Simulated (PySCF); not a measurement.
## Vibration and rotation of HgBi

r²SCAN constants of HgBi, ⁴Σ⁻ (quartet), unpaired electrons σ ↑, π ↑↑ (Hg cc-pVDZ-PP with ECP60, Bi cc-pVDZ-PP with ECP60; scalar-relativistic core potentials (PySCF 2.14); masses 201.9706 and 208.9804 u):

- ωe: 39.5 cm⁻¹
- ωexe: 0.424 cm⁻¹
- Be: 0.015114 cm⁻¹
- αe: 0.000163 cm⁻¹
- D (centrifugal): 8.87e-09 cm⁻¹
- De to Hg + Bi: 0.140 eV

Problem. Give the vibrational terms G(v) and spacings up to v = 3.

Solution. G(v) = ωe(v+½) − ωexe(v+½)².

```csv
v,G(v) (cm⁻¹),G(v) − G(v−1),Bv (cm⁻¹)
0,20,,0.01503
1,58,39,0.01487
2,96,38,0.01471
3,133,37,0.01454
```

Problem. How well does the Morse estimate ωe²/(4ωexe) reproduce De, and what is D0?

Solution. It gives 0.114 eV, 81 % of the computed De. D0 = De − G(0) = 0.140 − 0.002 = 0.138 eV.

The bond is weak. Basis-set superposition, not corrected here, can be much of De in a small basis, most of all at correlated wavefunction levels. Functionals without a dispersion term scatter widely for such bonds, and LDA overbinds them. Spin–orbit coupling is left out, which matters for elements this heavy, above all for dissociation energies. The state was picked by a PBE0 search and need not be the measured ground state.
